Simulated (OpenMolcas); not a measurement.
# Cu V: effect of the level shift or regulariser

```json
{
  "Program": "OpenMolcas 26.06",
  "Basis": "ANO-RCC-VTZP [6s5p3d2f1g]",
  "Scalar Hamiltonian": "DKH2, point nucleus",
  "Active space": "7 electrons in 5 orbitals (3d)",
  "State averaging": "2S+1 = 4 even, 10 roots; 2S+1 = 2 even, 40 roots",
  "Spin-orbit coupling": "state interaction with AMFI integrals over the reference wave functions, term energies averaged over their components"
}
```

Methods on the same reference wave functions:
A. CASSCF
B. MS-CASPT2, IPEA 0.25 Eh, imaginary shift 0.1 Eh (closed shells correlated: 3s 3p)
C. MS-CASPT2, IPEA 0.25 Eh, real shift 0.2 Eh (closed shells correlated: 3s 3p)
D. MS-CASPT2, IPEA 0.25 Eh, sigma2 regulariser 0.3 Eh (closed shells correlated: 3s 3p)

Energies in cm-1 above 3d7 4F 9/2, the measured ground level; measured values from Sugar and Musgrove, J. Phys. Chem. Ref. Data 19, 527 (1990).

```
        Level      A      B      C      D  Measured
   3d7 4F 9/2    0.0    0.0    0.0    0.0       0.0
   3d7 4F 7/2   1546   1554   1554   1554      1616
   3d7 4F 5/2   2665   2660   2660   2660      2759
   3d7 4F 3/2   3424   3410   3410   3410      3528
   3d7 4P 5/2  24909  20900  20900  20900     20827
   3d7 2G 9/2  25097  22330  22330  22330     22575
   3d7 4P 3/2  25335  21120  21130  21120     21066
   3d7 4P 1/2  26119  22030  22040  22030     21935
   3d7 2G 7/2  26594  23810  23810  23810     24100
   3d7 2P 3/2  33041  26750  26840  26750     27016
  3d7 2H 11/2  33310  30710  30680  30710     30402
   3d7 2P 1/2  34636  28020  28130  28020     28367
   3d7 2H 9/2  34663  32060  32030  32060     31823
3d7 2D 5/2(1)  36128  30940  30950  30940     30966
3d7 2D 3/2(1)  38528  33190  33210  33190     33292
   3d7 2F 5/2  57235  49690  49690  49690     49490
   3d7 2F 7/2  57896  50360  50370  50360     50072
3d7 2D 3/2(2)  89311  78180  78190  78180     76838
3d7 2D 5/2(2)  90054  78960  78970  78960     77668
```

Deviations, from unrounded energies. A percentage is the sum of absolute deviations over the sum of measured energies, with the sign that they share, or ± where signs differ.

| Against measurement | Levels | A | B | C | D |
| --- | --- | --- | --- | --- | --- |
| mean absolute deviation (cm-1) | 18 | 4800 | 300 | 290 | 300 |
| fine structure of the ground term (%) | 3 | -3.4 | -3.4 | -3.4 | -3.4 |
| other terms of the ground configuration (%) | 15 | +15.8 | ±0.9 | ±0.9 | ±0.9 |

B, C, D lie about equally close to measurement and A furthest from it. The largest miss of C in the table is 3d7 2D 3/2(2), by +1400 cm-1. The ranking rests on the paired levels alone, and a cruder setting can come out closer through cancelling errors.

Among B to D the level of the table that moves most is 3d7 2P 1/2, by 110 cm-1 (lowest in D, highest in C). Moves below CASPT2's spread within the term are not significant.

The mean deviations of B to D differ by less than CASPT2's widest spread within a term (720 cm-1), so their order carries little weight.

From A to B the spin-free energies of the other terms of 3d7 shown, above 4F, scale by factors of 0.79 to 0.92, as is usual when dynamic correlation screens the repulsion within a d or f shell.

The lowest spin-free term lies below A's lowest term by 0.521 hartree in B, 0.521 hartree in C, 0.521 hartree in D.

CASPT2 breaks the degeneracy within a term, and the mean is taken; among the terms shown or strongly mixed into the levels shown the widest spread is 720 cm-1 (3d7 4F, D). Without dynamic correlation excited terms often stand tens of per cent too high (terms of higher spin than the ground term too low), and those without a measured partner can miss by more than the paired ones (holds for A). The CASPT2 spread within a term exceeds the gap to the next term for 3d7 2H and 3d7 2D(1), so the order of their levels is uncertain (holds for B; D). Computed and measured levels are paired by configuration, term and J; levels that our copy of the source lacks, or whose pairing is in doubt (as where it misses far off the trend of its configuration), stay unpaired and out of the deviations. Levels of configurations outside the active space are missing.

A number in round brackets counts repeated terms of one configuration in the order of the reference energies.
